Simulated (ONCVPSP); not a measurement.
An all-electron radial function and its pseudo partner (Cu (Z = 29))

Columns: radius, all-electron u(r) and pseudo u(r) of the 3p shell (level -71.10 eV) of copper in the configuration [Ne] 3s2 3p6 3d10 4s1; PBE, non-relativistic, ONCV scheme, ONCVPSP 4.0.1.

```csv
r (bohr),all-electron,pseudo
0.053,-0.3469,0.0239
0.105,-0.6288,0.0916
0.158,-0.5947,0.2004
0.210,-0.3426,0.3376
0.262,0.0005,0.4944
0.315,0.3535,0.6615
0.368,0.6597,0.8228
0.420,0.8957,0.9639
0.473,1.0670,1.0807
0.525,1.1729,1.1628
0.578,1.2283,1.2121
0.630,1.2410,1.2273
0.683,1.2225,1.2138
0.735,1.1821,1.1777
0.788,1.1257,1.1240
0.840,1.0609,1.0605
0.893,0.9896,0.9896
0.945,0.9177,0.9177
0.998,0.8447,0.8447
1.050,0.7750,0.7750
1.102,0.7082,0.7082
1.155,0.6439,0.6439
1.208,0.5837,0.5837
1.260,0.5289,0.5289
1.313,0.4772,0.4772
1.365,0.4308,0.4308
```

How many radial nodes do the two functions have?

The all-electron 3p function has n − l − 1 = 1; the pseudo-wave has 0, since the states of the same l below it are removed with the core.

At about which radius was the pseudo-wave matched?

0.95 bohr. The columns agree to 0.0005 from 0.84 bohr on; several derivatives are matched, so the curves merge somewhat inside the radius.

Is the pseudo-wave norm-conserving?

Yes: the ONCV scheme keeps the norm inside the radius equal to the all-electron one, which fixes the energy derivative of the logarithmic derivative at the level.
